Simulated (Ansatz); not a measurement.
Molecular dynamics of AsH$_{2}$

input.yaml

```yaml
crystal:
  periodic: [false, false, false]
  atoms:
    - { symbol: As, position_ang: [-0.562428, 0.332016, -0.287349] }
    - { symbol: H, position_ang: [0.767657, 0.805861, 0.291895] }
    - { symbol: H, position_ang: [-0.081708, -1.172896, -0.20215] }
magnetization:
  spin_polarized: true
  initial_magnetization: 1
basis:
  gaussian: { orbitals: def2-TZVP }
hamiltonian:
  xc: pbe0
md:
  timestep: 0.5
  n_steps: 100
  ensemble: nvt_langevin
  temperature: 3000.0
  initial_velocities: maxwell_boltzmann
  seed: 155648
  friction: 0.05
  temperature_schedule:
    - { n_steps: 25, end_temperature: 3000.0 }
    - { n_steps: 75, end_temperature: 9000.0 }
```

Launched with:

```bash
$ ansatz run input.yaml --threads 1 --pin off --max-ram 2048MiB --backend cpu --events-out ev --progress --plain --runs-dir out
```

It goes on from the last frame of an earlier run, with new velocities.

Output, in part (one step line in 2, the closing report, with atoms numbered from 0):

```
md step     0: t =     0.00 fs  T =  2000.0 K (target 3000.0 K)  F+E_penalty+E_count = -60865.35858820 eV  E_kin = 0.775560 eV  (28 SCF iters)
md step     2: t =     1.00 fs  T =  1178.0 K (target 3000.0 K)  F+E_penalty+E_count = -60865.26741249 eV  E_kin = 0.456787 eV  (35 SCF iters)
md step     4: t =     2.00 fs  T =  1041.7 K (target 3000.0 K)  F+E_penalty+E_count = -60865.18956007 eV  E_kin = 0.403960 eV  (28 SCF iters)
md step     6: t =     3.00 fs  T =  1063.2 K (target 3000.0 K)  F+E_penalty+E_count = -60865.15110095 eV  E_kin = 0.412295 eV  (27 SCF iters)
md step     8: t =     4.00 fs  T =  1274.5 K (target 3000.0 K)  F+E_penalty+E_count = -60865.11499541 eV  E_kin = 0.494236 eV  (28 SCF iters)
md step    10: t =     5.00 fs  T =  1217.4 K (target 3000.0 K)  F+E_penalty+E_count = -60865.11031932 eV  E_kin = 0.472089 eV  (26 SCF iters)
md step    12: t =     6.00 fs  T =   955.1 K (target 3000.0 K)  F+E_penalty+E_count = -60865.14898594 eV  E_kin = 0.370362 eV  (27 SCF iters)
md step    14: t =     7.00 fs  T =   845.0 K (target 3000.0 K)  F+E_penalty+E_count = -60865.18609880 eV  E_kin = 0.327664 eV  (25 SCF iters)
md step    16: t =     8.00 fs  T =  1386.0 K (target 3000.0 K)  F+E_penalty+E_count = -60865.23108974 eV  E_kin = 0.537478 eV  (27 SCF iters)
md step    18: t =     9.00 fs  T =  1842.9 K (target 3000.0 K)  F+E_penalty+E_count = -60865.27215936 eV  E_kin = 0.714623 eV  (26 SCF iters)
md step    20: t =    10.00 fs  T =  1467.7 K (target 3000.0 K)  F+E_penalty+E_count = -60865.31904885 eV  E_kin = 0.569157 eV  (33 SCF iters)
md step    22: t =    11.00 fs  T =  1542.2 K (target 3000.0 K)  F+E_penalty+E_count = -60865.34520775 eV  E_kin = 0.598037 eV  (34 SCF iters)
md step    24: t =    12.00 fs  T =  1558.8 K (target 3000.0 K)  F+E_penalty+E_count = -60865.33753263 eV  E_kin = 0.604455 eV  (33 SCF iters)
md step    26: t =    13.00 fs  T =  1348.5 K (target 3040.0 K)  F+E_penalty+E_count = -60865.33704018 eV  E_kin = 0.522936 eV  (33 SCF iters)
md step    28: t =    14.00 fs  T =  1785.9 K (target 3200.0 K)  F+E_penalty+E_count = -60865.35846106 eV  E_kin = 0.692545 eV  (33 SCF iters)
md step    30: t =    15.00 fs  T =  1775.8 K (target 3360.0 K)  F+E_penalty+E_count = -60865.34192888 eV  E_kin = 0.688609 eV  (32 SCF iters)
md step    32: t =    16.00 fs  T =  2287.0 K (target 3520.0 K)  F+E_penalty+E_count = -60865.27500870 eV  E_kin = 0.886846 eV  (33 SCF iters)
md step    34: t =    17.00 fs  T =  2557.1 K (target 3680.0 K)  F+E_penalty+E_count = -60865.19706329 eV  E_kin = 0.991573 eV  (27 SCF iters)
md step    36: t =    18.00 fs  T =  2967.1 K (target 3840.0 K)  F+E_penalty+E_count = -60865.09411022 eV  E_kin = 1.150601 eV  (34 SCF iters)
md step    38: t =    19.00 fs  T =  3059.3 K (target 4000.0 K)  F+E_penalty+E_count = -60864.98769916 eV  E_kin = 1.186327 eV  (27 SCF iters)
md step    40: t =    20.00 fs  T =  1207.9 K (target 4160.0 K)  F+E_penalty+E_count = -60864.91140367 eV  E_kin = 0.468400 eV  (27 SCF iters)
md step    42: t =    21.00 fs  T =   760.6 K (target 4320.0 K)  F+E_penalty+E_count = -60864.89975787 eV  E_kin = 0.294935 eV  (28 SCF iters)
md step    44: t =    22.00 fs  T =   968.0 K (target 4480.0 K)  F+E_penalty+E_count = -60864.92535760 eV  E_kin = 0.375367 eV  (27 SCF iters)
md step    46: t =    23.00 fs  T =  1736.9 K (target 4640.0 K)  F+E_penalty+E_count = -60864.95761826 eV  E_kin = 0.673532 eV  (28 SCF iters)
md step    48: t =    24.00 fs  T =  2022.4 K (target 4800.0 K)  F+E_penalty+E_count = -60864.97493785 eV  E_kin = 0.784241 eV  (36 SCF iters)
md step    50: t =    25.00 fs  T =  2204.8 K (target 4960.0 K)  F+E_penalty+E_count = -60864.95356361 eV  E_kin = 0.854993 eV  (35 SCF iters)
md step    52: t =    26.00 fs  T =  1538.5 K (target 5120.0 K)  F+E_penalty+E_count = -60864.92171321 eV  E_kin = 0.596607 eV  (35 SCF iters)
md step    54: t =    27.00 fs  T =  3154.1 K (target 5280.0 K)  F+E_penalty+E_count = -60864.93290239 eV  E_kin = 1.223114 eV  (36 SCF iters)
md step    56: t =    28.00 fs  T =  3483.1 K (target 5440.0 K)  F+E_penalty+E_count = -60865.04340686 eV  E_kin = 1.350682 eV  (31 SCF iters)
md step    58: t =    29.00 fs  T =  4344.8 K (target 5600.0 K)  F+E_penalty+E_count = -60865.18046402 eV  E_kin = 1.684813 eV  (34 SCF iters)
md step    60: t =    30.00 fs  T =  5522.9 K (target 5760.0 K)  F+E_penalty+E_count = -60865.26198854 eV  E_kin = 2.141680 eV  (34 SCF iters)
md step    62: t =    31.00 fs  T =  8477.6 K (target 5920.0 K)  F+E_penalty+E_count = -60865.17239377 eV  E_kin = 3.287446 eV  (35 SCF iters)
md step    64: t =    32.00 fs  T =  7322.5 K (target 6080.0 K)  F+E_penalty+E_count = -60865.00634294 eV  E_kin = 2.839532 eV  (37 SCF iters)
md step    66: t =    33.00 fs  T =  5447.7 K (target 6240.0 K)  F+E_penalty+E_count = -60864.83285482 eV  E_kin = 2.112521 eV  (37 SCF iters)
md step    68: t =    34.00 fs  T =  4963.5 K (target 6400.0 K)  F+E_penalty+E_count = -60864.70223713 eV  E_kin = 1.924727 eV  (38 SCF iters)
md step    70: t =    35.00 fs  T =  5473.7 K (target 6560.0 K)  F+E_penalty+E_count = -60864.62169873 eV  E_kin = 2.122586 eV  (36 SCF iters)
md step    72: t =    36.00 fs  T =  5667.8 K (target 6720.0 K)  F+E_penalty+E_count = -60864.60061122 eV  E_kin = 2.197855 eV  (35 SCF iters)
md step    74: t =    37.00 fs  T =  4217.9 K (target 6880.0 K)  F+E_penalty+E_count = -60864.70861952 eV  E_kin = 1.635614 eV  (31 SCF iters)
md step    76: t =    38.00 fs  T =  5334.7 K (target 7040.0 K)  F+E_penalty+E_count = -60864.74623435 eV  E_kin = 2.068692 eV  (36 SCF iters)
md step    78: t =    39.00 fs  T =  5293.4 K (target 7200.0 K)  F+E_penalty+E_count = -60864.50250556 eV  E_kin = 2.052674 eV  (34 SCF iters)
md step    80: t =    40.00 fs  T =  4747.4 K (target 7360.0 K)  F+E_penalty+E_count = -60863.98099774 eV  E_kin = 1.840937 eV  (31 SCF iters)
md step    82: t =    41.00 fs  T =  2678.7 K (target 7520.0 K)  F+E_penalty+E_count = -60863.72572510 eV  E_kin = 1.038736 eV  (31 SCF iters)
md step    84: t =    42.00 fs  T =  3619.0 K (target 7680.0 K)  F+E_penalty+E_count = -60864.14618979 eV  E_kin = 1.403374 eV  (32 SCF iters)
md step    86: t =    43.00 fs  T =  6190.0 K (target 7840.0 K)  F+E_penalty+E_count = -60864.96328994 eV  E_kin = 2.400358 eV  (31 SCF iters)
md step    88: t =    44.00 fs  T =  7426.2 K (target 8000.0 K)  F+E_penalty+E_count = -60865.28042022 eV  E_kin = 2.879725 eV  (32 SCF iters)
md step    90: t =    45.00 fs  T =  9267.7 K (target 8160.0 K)  F+E_penalty+E_count = -60865.16848838 eV  E_kin = 3.593827 eV  (33 SCF iters)
md step    92: t =    46.00 fs  T =  7464.4 K (target 8320.0 K)  F+E_penalty+E_count = -60864.81492796 eV  E_kin = 2.894543 eV  (37 SCF iters)
md step    94: t =    47.00 fs  T =  5945.4 K (target 8480.0 K)  F+E_penalty+E_count = -60864.44514486 eV  E_kin = 2.305526 eV  (39 SCF iters)
md step    96: t =    48.00 fs  T =  3997.5 K (target 8640.0 K)  F+E_penalty+E_count = -60864.33081792 eV  E_kin = 1.550137 eV  (31 SCF iters)
md step    98: t =    49.00 fs  T =  2570.7 K (target 8800.0 K)  F+E_penalty+E_count = -60864.41299764 eV  E_kin = 0.996869 eV  (32 SCF iters)
md step   100: t =    50.00 fs  T =  2859.1 K (target 8960.0 K)  F+E_penalty+E_count = -60864.50849667 eV  E_kin = 1.108683 eV  (32 SCF iters)
Total energy: -60864.50851809 eV, -2236.7294325942 hartree
Atom 0 at    -0.644053     0.095099    -0.301286 Å, force     0.119813    -2.265425     1.753491 eV/Å
Atom 1 at    -1.191172     0.568906     1.158298 Å, force     0.514662    -0.650363    -1.176719 eV/Å
Atom 2 at    -0.288085    -1.717267     0.191563 Å, force    -0.634476     2.915788    -0.576772 eV/Å
Dipole moment:    -0.021127     0.077185    -0.000114 e Å
```

All steps were run. The schedule's set-point averaged 7000 K over the second half and the system 5086 K, so it lags behind the ramp. A run of 0.05 ps of so small a system gives no equilibrium averages.

Parted: As1–H3 1.58 → 1.91 Å. It ends as AsH + H by the count below, though a long contact still joins these pieces: As1–H3, 1.91 Å. Pairs count as bonded within 1.25 times the sum of covalent radii (0.12 Å more for H–H).

Last frame:

```xyz
3
Properties=species:S:1:pos:R:3
As -0.644 0.095 -0.301
H -1.191 0.569 1.158
H -0.288 -1.717 0.192
```

Time of the run: 2.6 min on 1 thread of Intel(R) Xeon(R) Platinum 8375C CPU @ 2.90GHz (Ice Lake) (shared host), peak memory 0.13 GiB.
